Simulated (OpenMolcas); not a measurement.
## Cr2+, Mo2+, W2+: d⁴ down the group

| Quantity | Value |
| --- | --- |
| Program | OpenMolcas |
| Method | CASSCF |
| Basis | ANO-RCC-VTZP |
| Scalar Hamiltonian | DKH2, point nucleus |
| Spin-orbit coupling | RASSI with atomic mean-field integrals over the reference wave functions, term energies averaged over their components |

Active space for each ion: 4 electrons in 5 orbitals (d).

Computed levels in cm-1 above ⁵D₀:

```
                               Level   Cr2+   Mo2+    W2+
                                 ⁵D₁   64.9    218   1608
                                 ⁵D₂    193    619   3537
                                 ⁵D₃    380   1162   5441
                                 ⁵D₄    621   1815   7225
                                 ³H₄  20208  15883  16386
                                 ³H₅  20343  16375  19314
                                 ³H₆  20498  16853  20868
                              ³P₀(1)  21950  16313  15152
                              ³P₁(1)  22340  17554  19855
weight of ⁵D in the lowest level (%)    100     99     84
```

Mixed levels, with the weight of the term that names them: W2+ ³H₄ (66 %), W2+ ³P₀(1) (74 %).

Measured, with the error of the calculation in %. Measured levels: Cr2+ from Sugar and Corliss, J. Phys. Chem. Ref. Data 6, 317 (1977); Mo2+ from Sugar and Musgrove, J. Phys. Chem. Ref. Data 17, 155 (1988); W2+ from NIST levels as listed in McCann et al., Mon. Not. R. Astron. Soc. 538, 537 (2025).

```
 Level           Cr2+           Mo2+            W2+
   ⁵D₁    62.2 (+4.3)    242 (-10.1)   2256 (-28.7)
   ⁵D₂     183 (+5.2)     668 (-7.4)   4461 (-20.7)
   ⁵D₃     357 (+6.5)    1224 (-5.0)   6278 (-13.3)
   ⁵D₄     576 (+7.9)    1872 (-3.1)    7687 (-6.0)
   ³H₄  17274 (+17.0)  12680 (+25.3)  13701 (+19.6)
   ³H₅  17397 (+16.9)  13276 (+23.3)               
   ³H₆  17531 (+16.9)  13811 (+22.0)               
³P₀(1)  16771 (+30.9)  11149 (+46.3)   9904 (+53.0)
³P₁(1)  17169 (+30.1)  12510 (+40.3)  12881 (+54.1)
```

The fine-structure level ⁵D₄ changes by a factor of 11.6 from Cr2+ to W2+.

Without spin-orbit coupling ³H lies 19999, 15380, 14617 cm-1 above ⁵D in that order; the difference to the level ³H₄, of either sign, comes from spin-orbit coupling, which also lowers the zero.

Without dynamic correlation excited terms often stand tens of per cent too high (terms of higher spin than the ground term too low), and those without a measured partner can miss by more than the paired ones. Terms from blocks run as CI alone lack orbitals of their own. Levels of configurations with an s electron are missing; early in the row they begin among the upper levels of the d shell and mix with terms of their name (holds for Mo2+). Configurations with an s electron lie low in 5d ions of this charge, fall among these levels and mix in, so low-spin terms can stand far too high, up to twice their true height, and weights are not those of the real levels (holds for W2+). Some levels mix across a computed gap that differs much from the measured one, so their mixing is not that of the real levels (holds for W2+). Computed and measured levels are paired by configuration, term and J; levels that our copy of the source lacks, or whose pairing is in doubt (as where it misses far off the trend of its configuration), stay unpaired and out of the deviations. Only configurations of the active space appear.

A number in round brackets counts repeated terms of one configuration in the order of the reference energies.
